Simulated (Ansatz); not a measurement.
One change: `F[SiH2][SiH](Cl)Cl` becomes `[SiH3]C[SiH](Cl)Cl`.

Ansatz, PBE0-D4/def2-TZVP geometries, multiplicity 1. Each molecule was computed in one conformer, which needn't be the lowest.

```tsv
property	`F[SiH2][SiH](Cl)Cl`
HOMO–LUMO gap (ωB97M-V/def2-TZVPP) / eV	11.00
HOMO energy (ωB97M-V/def2-TZVPP) / eV	-10.38
HOMO energy (PBE/def2-TZVPP) / eV	-7.10
size of the dipole moment (PBE/def2-TZVPP) / D	0.93
HOMO–LUMO gap (PBE0/def2-TZVPP) / eV	7.14
HOMO–LUMO gap (PBE/def2-TZVPP) / eV	5.05
```

Problem. Give the same properties after the change, and the shifts. (Best estimate.)

Solution. The calculation gave: 
```csv
property,`[SiH3]C[SiH](Cl)Cl`,shift
HOMO–LUMO gap (ωB97M-V/def2-TZVPP) / eV,12.88,1.88
HOMO energy (ωB97M-V/def2-TZVPP) / eV,-10.99,-0.61
HOMO energy (PBE/def2-TZVPP) / eV,-7.49,-0.39
size of the dipole moment (PBE/def2-TZVPP) / D,1.65,0.72
HOMO–LUMO gap (PBE0/def2-TZVPP) / eV,9.05,1.91
HOMO–LUMO gap (PBE/def2-TZVPP) / eV,6.83,1.78
```

With PBE0 the HOMO falls by 0.46 eV and the LUMO rises by 1.45 eV, so the gap widens by about 1.91 eV. PBE moves the HOMO by -0.39 eV and ωB97M-V by -0.61 eV. The zero-point energy changes by 83.7 kJ/mol with +9 modes. Dipoles are sizes alone; their direction can turn.
